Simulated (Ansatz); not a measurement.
Compare A (`C[SiH]([SiH3])CF`) with its isomer B (`C[SiH2]C[SiH2]F`).

Calculated with Ansatz (gas phase, PBE0-D4/def2-TZVP geometries, no zero-point term in ΔE). CCSD(T)/CBS adds triple-zeta CCSD(T) − MP2 to the extrapolated MP2 energy (def2 sets, frozen cores). Functionals use def2-TZVPP. One conformer a species, not always the lowest.

A:

```xyz
14

C    -1.0336   -1.5656   -0.1096
Si   -0.4468    0.2011   -0.3137
Si    1.7763    0.2978   -1.0448
C    -0.6050    1.1327    1.3362
F     0.2323    0.5564    2.2909
H    -2.0842   -1.5939    0.1897
H    -0.4455   -2.0712    0.6596
H    -0.9299   -2.1265   -1.0409
H    -1.3149    0.9349   -1.2830
H     2.6688   -0.4647   -0.1307
H     1.8954   -0.2889   -2.4087
H     2.2469    1.7093   -1.1005
H    -1.6303    1.0912    1.7212
H    -0.3293    2.1874    1.2345
```

B:

Z-matrix (Å, degrees):
```
C
Si 1 1.869
H 1 1.093 2 110.9
H 1 1.092 2 110.8 3 -120.0
H 1 1.093 2 110.9 3 120.1
C 2 1.878 1 111.3 3 -60.1
H 2 1.490 1 109.9 3 179.0
H 2 1.490 1 109.9 3 60.8
Si 6 1.850 2 115.1 1 179.9
H 6 1.096 2 108.4 1 -58.2
H 6 1.096 2 108.4 1 58.0
F 9 1.605 6 110.0 2 179.9
H 9 1.484 6 111.2 2 61.5
H 9 1.484 6 111.2 2 -61.6
```

Which isomer does CCSD(T)/CBS put lower? Give the gap. (Estimate.)

Computed: B, by 62.0 kcal/mol.

Give E(B) − E(A) in kcal/mol with B2PLYP, ωB97M-V, CCSD(T)/def2-TZVPP, PBE-D4, r2SCAN-D4, MP2/def2-TZVPP, HF/def2-TZVPP. (An estimate is asked.)

Ansatz gave: B2PLYP -61.0, ωB97M-V -61.0, CCSD(T)/def2-TZVPP -60.9, PBE-D4 -53.6, r2SCAN-D4 -59.2, MP2/def2-TZVPP -65.4, HF/def2-TZVPP -63.0. None reverses the order clearly.

Largest T1 diagnostic: 0.012.

From PBE to PBE0 (25 % exact exchange), in def2-TZVPP and without D4, E(B) − E(A) moves by −2.9 kcal/mol.
